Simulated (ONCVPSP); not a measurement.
iron: one change to an ONCV potential, before and after

iron (Fe), optimised norm-conserving Vanderbilt (ONCV), made with ONCVPSP 4.0.1 (LDA (Perdew-Wang 92), scalar-relativistic). Core [Ar], reference 3d6 4s2. Waves: 4s: rc 2.15 bohr, ncon 4, nbas 9, qcut 3.7 1/bohr, 2 projectors, debl 3.1 Ha; p scattering state at 0.1 Ha: rc 2.05 bohr, ncon 4, nbas 8, qcut 3.3 1/bohr, 1 projector; 3d: rc 1.20 bohr, ncon 5, nbas 10, qcut 13.1 1/bohr, 3 projectors, debl 1.1 Ha. Local part: polynomial inside 1.05 bohr (lpopt 5, dvloc0 1 Ha). Core correction: Teter function fitted to the true core (icmod 2), fcfact 0.6.

Change: core [Ne], valence charge 16; reference 3s2 3p6 3d6; waves now 3s: rc 1.30 bohr, ncon 3, nbas 7, qcut 11.3 1/bohr, 2 projectors, debl 0.6 Ha; 3p: rc 0.85 bohr, ncon 4, nbas 9, qcut 11.6 1/bohr, 2 projectors, debl 1.8 Ha; 3d: rc 1.35 bohr, ncon 4, nbas 9, qcut 11.1 1/bohr, 2 projectors, debl 2 Ha; local potential polynomial inside 0.65 bohr (lpopt 4, dvloc0 3 Ha). In the s channel the program set the typed energies aside and used -4.118, 0.250 Ha. In the p channel the program set the typed energies aside and used -2.884, 0.250 Ha.

Cutoffs: the cutoffs (Ha) at which the residual kinetic energy of the hardest occupied pseudo-wave falls to 1 and 0.1 mHa per electron; they do not see the model core or the augmentation charge, which bear on the density cutoff. Errors are all-electron minus pseudo energies relative to the spin-unpolarised reference configuration.

**Question.** What does the change do?

**Answer.** The potential gets softer (69 Ha and 78 Ha → 51 Ha and 76 Ha); the bound ghost in p, s disappears; the lowest positive-energy flag moves from p at 8.8 eV to none. Several settings change at once here, so the effects cannot be laid on one of them.

| quantity | base | changed |
| --- | --- | --- |
| cutoff, loose | 69 Ha | 51 Ha |
| cutoff, tight | 78 Ha | 76 Ha |
| bound ghosts | s, p | none |
| GHOST(+) flags under 300 eV | p at 8.8 eV | none |
| largest error over its own tests, meV | -227 | +56 |
| rms error of d²Exc/dni dnj with the model core, mHa | 4.52 | 1.45 |

 A true bound ghost makes a file unfit for plane-wave use even where its test errors are small: the radial tests pick states by their node count and pass the ghost by.
